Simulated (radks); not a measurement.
Task: As2+, configuration [Ar] 3d10 4s2 4p1. Calculated with a radial shooting solver on a logarithmic mesh with Libxc functionals: scalar-relativistic Kohn-Sham, r2SCAN, spin-polarised, spherical densities, finite nucleus; open shells are filled with parallel spins first; meta-GGA in the generalised Kohn-Sham scheme; Fermi nuclear charge, rms radius 4.0968 fm. Some entries of the table are withheld. Estimate them.

orbital  occ.  eigenvalue (eV)  r(max) (bohr)
1s up       1        -11773.49        0.02974
1s down     1        -11773.41        0.02974
2s up       1        -1521.067         0.1699
2s down     1        -1521.061         0.1699
2p up       3        -1334.396         0.1363
2p down     3        -1334.339         0.1364
3s up       1        -217.2269         0.5209
3s down     1        -217.1600         0.5210
3p up       3              (1)         0.5209
3p down     3              (2)         0.5210
3d up       5         -62.9827         0.4789
3d down     5         -62.8419         0.4789
4s up       1         -34.6112          1.577
4s down     1         -33.0530          1.567
4p up       1         -23.3829          1.822
4p down     0         -21.5973          1.801

Result: 
(1) 3p up eigenvalue (eV): -158.7350
(2) 3p down eigenvalue (eV): -158.6543
